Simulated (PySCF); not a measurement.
# Orbital energies, ionisation energy and electron affinity

C₈H₁₁ (charge +1).
SMILES with atom numbers: `[CH2:1]=[C:2]([CH3:3])[C+:4]1[CH:5]=[CH:6][CH2:7][CH2:8]1` (hydrogens: H9, H10 on C1; H11, H12, H13 on C3; H14 on C5; H15 on C6; H16, H17 on C7; H18, H19 on C8)

Geometry (PBE0-D3(BJ)/def2-SVP, Å), atoms numbered from 1 in this order:
```xyz
19
C8H11 angstrom
C     -1.779   -0.162   -1.688
C     -1.402   -0.067   -0.386
C     -2.401   -0.055    0.732
C      0.000    0.030   -0.069
C      1.100    0.025   -0.963
C      2.262    0.139   -0.245
C      2.016    0.231    1.206
C      0.500    0.155    1.324
H     -1.064   -0.170   -2.513
H     -2.836   -0.234   -1.959
H     -3.425   -0.138    0.348
H     -2.234   -0.893    1.427
H     -2.335    0.876    1.317
H      1.046   -0.057   -2.048
H      3.261    0.160   -0.690
H      2.545   -0.578    1.744
H      2.447    1.163    1.616
H      0.147   -0.700    1.930
H      0.050    1.039    1.810
```

Level: CAM-B3LYP/def2-SVPD (PySCF). Frontier orbitals with their largest atomic shares (Löwdin; up to four atoms above 4 %):

```tsv
orbital	ε (eV)	main atoms
HOMO−3	-16.33	C3 25 %, C2 18 %, C4 13 %, H11 13 %
HOMO−2	-16.21	C3 32 %, C1 13 %, C2 10 %, H11 8 %
HOMO−1	-15.48	C5 23 %, C4 18 %, C6 12 %, C2 9 %
HOMO	-13.46	?
LUMO	-6.98	C4 27 %, C6 20 %, C1 19 %, C2 7 %
LUMO+1	-3.81	C5 22 %, C6 21 %, C2 15 %, C1 13 %
LUMO+2	-2.57	C8 13 %, C5 9 %, C7 9 %, C6 8 %
```

**Question.** What vertical ionisation energy does ΔSCF give, and how far is −ε(HOMO) from it?

**Answer.** ΔSCF: 14.10 eV (1360 kJ/mol; threshold wavelength 87.9 nm); ⟨S²⟩ of the doublet left behind is 0.799, against 0.75 for a pure doublet. −ε(HOMO) is 13.46 eV, 0.64 eV below it. In exact Kohn–Sham theory the two would be equal; CAM-B3LYP (range-separated hybrid) falls short of its own ΔSCF value by 5 %.

**Question.** On which atoms does the HOMO lie?

**Answer.** C1 (carbon bonded to C and 2 H) 24 %, C2 (carbon bonded to 3 C) 23 %, C5 (carbon bonded to 2 C and H) 14 %, C6 (carbon bonded to 2 C and H) 11 %, so no atom holds as much as 40 %. The HOMO−1 lies 2.02 eV lower.

**Question.** And the vertical electron affinity, the fundamental gap, Mulliken's electronegativity and the hardness (with the factor ½)?

**Answer.** EA = 6.42 eV by ΔSCF (−ε(LUMO) = 6.98 eV). IE − EA = 7.68 eV against an orbital gap of 6.48 eV; (IE + EA)/2 = 10.26 eV; (IE − EA)/2 = 3.84 eV.

**Question.** How many of the 10 lowest singlet excitations (vertical TDDFT, same level) lie below the ionisation energy?

**Answer.** All 10; they run from 4.10 to 7.74 eV.

**Question.** What total energies stand behind the ΔSCF value?

**Answer.** E(N) = -310.77433 Eh and E(N − 1) = -310.25615 Eh at the same geometry, 0.51818 Eh apart. With one more electron, E(N + 1) = -311.01032 Eh.

**Question.** What kinetic energy would electrons from this vertical process carry with Lyman-α light (10.199 eV)?

**Answer.** The photon is 3.90 eV short of the vertical value.

One conformer (not necessarily the lowest) at the PBE0-D3(BJ)/def2-SVP geometry, without solvent, vibrations or thermal averaging.

These values come from a run that also computed excited states and ΔSCF ions. Hardware: one thread of an Arm Neoverse V2 (shared host). Cost: 2.7 min of wall time.
